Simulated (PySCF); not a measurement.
SMILES [F][Ga]([CH]=C)[Cl], CAM-B3LYP/def2-SVP optimised geometry.

```
8

Ga     0.64     0.31     0.00
F      2.38     0.31     0.00
Cl    -0.22     2.27     0.00
C     -0.42    -1.29     0.00
C     -1.75    -1.22    -0.03
H      0.07    -2.27     0.01
H     -2.38    -2.12    -0.04
H     -2.29    -0.26    -0.05
```

Density from CAM-B3LYP/def2-TZVP run with PySCF at that geometry.

Minimum of the electron density along straight lines between bonded atoms, close to the bond critical point (lines longer than 1.1 times the sum of covalent radii, or with two minima, are not listed):

```tsv
bond	length / Å	ρ at the minimum / e bohr⁻³	∇²ρ there / e bohr⁻⁵	position (fraction from the first atom)
Ga1–F2	1.742	0.136	0.89	0.49
Ga1–Cl3	2.135	0.099	0.28	0.44
Ga1–C4	1.923	0.125	0.21	0.48
C4–C5	1.336	0.351	-1.07	0.50
C4–H6	1.095	0.277	-0.97	0.65
C5–H7	1.096	0.280	-0.99	0.65
C5–H8	1.095	0.281	-1.00	0.65
```
